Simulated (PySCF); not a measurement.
## Energy of Te⁺ (tellurium, charge +1) between two integer charges

The 5p alpha orbital of [Kr] 4d10 5s2 5p3 is emptied in steps (occupation f), with all orbitals relaxed, ending at [Kr] 4d10 5s2 5p2. Calculation: PySCF 2.14, in def2-TZVPPD with the def2 core potential (28 electrons); a scalar-relativistic core potential. The exact energy is a straight line in f; departures are measured from the line between the end points of the same method.

```tsv
f	UHF (eV)	LDA (eV)	PBE (eV)	PBE0 (eV)	r2SCAN (eV)	LC-wPBE (eV)	BHandHLYP (eV)	wB97X (eV)	BLYP (eV)
1	0.000	0.000	0.000	0.000	0.000	0.000	0.000	0.000	0.000
0.9	0.042	-0.392	-0.380	-0.275	-0.361	-0.034	-0.179	-0.060	-0.388
0.7	0.098	-0.917	-0.888	-0.642	-0.835	-0.078	-0.417	-0.141	-0.908
0.5	0.115	-1.094	-1.057	-0.762	-0.984	-0.090	-0.497	-0.170	-1.083
0.3	0.095	-0.920	-0.887	-0.638	-0.819	-0.073	-0.417	-0.145	-0.911
0.1	0.040	-0.395	-0.380	-0.272	-0.348	-0.029	-0.179	-0.063	-0.391
0	0.000	0.000	0.000	0.000	0.000	0.000	0.000	0.000	0.000
```

```
   method  E(f=0) − E(f=1) (eV)  −ε at f=1 (eV)  −ε at f=0.5 (eV)
      UHF                18.359          18.835            18.352
      LDA                18.932          14.590            18.921
      PBE                18.752          14.530            18.754
     PBE0                18.857          15.795            18.868
   r2SCAN                19.009          14.992            19.060
  LC-wPBE                18.915          18.530            18.932
BHandHLYP                18.697          16.715            18.696
    wB97X                18.567          17.907            18.554
     BLYP                18.504          14.197            18.496
```

Orbital energy along the path (eV):

| f | UHF | LDA | PBE | PBE0 | r2SCAN | LC-wPBE | BHandHLYP | wB97X | BLYP |
| --- | --- | --- | --- | --- | --- | --- | --- | --- | --- |
| 1 | -18.835 | -14.590 | -14.530 | -15.795 | -14.992 | -18.530 | -16.715 | -17.907 | -14.197 |
| 0.9 | -18.734 | -15.445 | -15.369 | -16.409 | -15.816 | -18.614 | -17.109 | -18.034 | -15.048 |
| 0.7 | -18.539 | -17.173 | -17.058 | -17.640 | -17.455 | -18.778 | -17.901 | -18.291 | -16.764 |
| 0.5 | -18.352 | -18.921 | -18.754 | -18.868 | -19.060 | -18.932 | -18.696 | -18.554 | -18.496 |
| 0.3 | -18.172 | -20.680 | -20.448 | -20.084 | -20.607 | -19.070 | -19.491 | -18.830 | -20.237 |
| 0.1 | -17.999 | -22.440 | -22.131 | -21.284 | -22.117 | -19.186 | -20.287 | -19.125 | -21.977 |
| 0 | -17.915 | -23.316 | -22.967 | -21.876 | -22.857 | -19.230 | -20.687 | -19.279 | -22.844 |

Reference removal energy between the ground levels: 18.6 ± 0.4 eV (measured; NIST Atomic Spectra Database, ionization energies). The calculation has no spin-orbit coupling. UHF lacks correlation.
